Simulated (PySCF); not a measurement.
A side-by-side comparison of computed properties.

First species: C6H10FNSi2.
SMILES with atom numbers: `[CH3:1][SiH2:2][Si@H:3]([F:4])[c:5]1[cH:6][cH:7][cH:8][cH:9][n:10]1` (hydrogens: H11, H12, H13 on C1; H14, H15 on Si2; H16 on Si3; H17 on C6; H18 on C7; H19 on C8; H20 on C9)

Second species: C5H7NO2S2.
InChI=1S/C5H7NO2S2/c1-6-5-2-9-4-10(7,8)3-5/h2H,1,3-4H2

Levels: PBE0/pcSseg-1 for HOMO energy, LUMO energy and HOMO–LUMO gap. Geometries: GFN2-xTB. Each species is one conformer at its optimised geometry, gas phase, non-relativistic unless stated. Electronic properties by PySCF.

Dipoles, sizes and rotational constants follow the conformer. The torsions of the flexible species, by atom-mapped SMILES:
- `[CH3:1][SiH2:2][Si@H:3]([F:4])[c:5]1[cH:6][cH:7][cH:8][cH:9][n:10]1`: C1–Si2–Si3–F4 171°, Si2–Si3–C5–C6 134°

The conformers of `C=NC1=CSCS(=O)(=O)C1` aren't listed.

Values for the first species:

| Property | Result |
| --- | --- |
| HOMO energy | -7.39 eV |
| LUMO energy | -1.17 eV |
| HOMO–LUMO gap | 6.22 eV |

**Question.** Estimate the same properties for the second species, and the change in each.

**Answer.** 
```csv
property,first,second,second less first
HOMO energy,-7.39 eV,-6.97 eV,+0.42 eV
LUMO energy,-1.17 eV,-1.76 eV,-0.59 eV
HOMO–LUMO gap,6.22 eV,5.21 eV,-1.01 eV
```

